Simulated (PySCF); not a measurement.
C2H6BFO2. Atoms are numbered in the order given.

```xyz
12

C      1.7067    -0.7965     0.2057
C      0.4816    -0.0248     0.6718
F      0.8223     1.3434     0.7694
B     -0.7795    -0.1416    -0.3073
O     -1.2757     0.9840    -0.8704
O     -1.3707    -1.3295    -0.6108
H      1.4873    -1.8755     0.1518
H      2.0203    -0.4656    -0.7968
H      2.5530    -0.6569     0.8961
H      0.2093    -0.3504     1.6945
H     -0.7621     1.7487    -0.5703
H     -0.9704    -2.0912    -0.1783
```

Geometry optimised at B3LYP-D3(BJ)/def2-SVP. The structure was generated by enumeration; whether it is a known compound was not checked. The values are those of a single conformer.

Level of theory: PySCF with PBE/def2-TZVP.

ESP charges are fitted to the potential on shells at 1.4 to 2.0 van der Waals radii. Atomic charges (e):

```tsv
atom	IAO	ESP fit	Mulliken
C1	-0.43	-0.48	-0.33
C2	-0.01	0.26	0.03
F3	-0.33	-0.28	-0.24
B4	0.47	0.34	0.16
O5	-0.52	-0.50	-0.35
O6	-0.52	-0.51	-0.36
H7	0.14	0.11	0.10
H8	0.15	0.15	0.13
H9	0.15	0.14	0.13
H10	0.15	0.02	0.09
H11	0.37	0.37	0.32
H12	0.37	0.37	0.31
```

Task: Give the Mayer and Wiberg (Löwdin basis) orders of the bonds. (The exact figures need the calculation; the answer reports its results.)

Result: 
| bond | Mayer | Wiberg |
|---|---|---|
| C1–C2 | 0.98 | 1.27 |
| C2–F3 | 0.96 | 1.52 |
| C2–B4 | 1.00 | 1.09 |
| B4–O5 | 1.39 | 2.03 |
| B4–O6 | 1.35 | 2.00 |
| C1–H7 | 0.95 | 0.88 |
| C1–H8 | 0.96 | 0.89 |
| C1–H9 | 0.96 | 0.90 |
| C2–H10 | 0.93 | 0.80 |
| O5–H11 | 0.85 | 0.92 |
| O6–H12 | 0.88 | 0.95 |
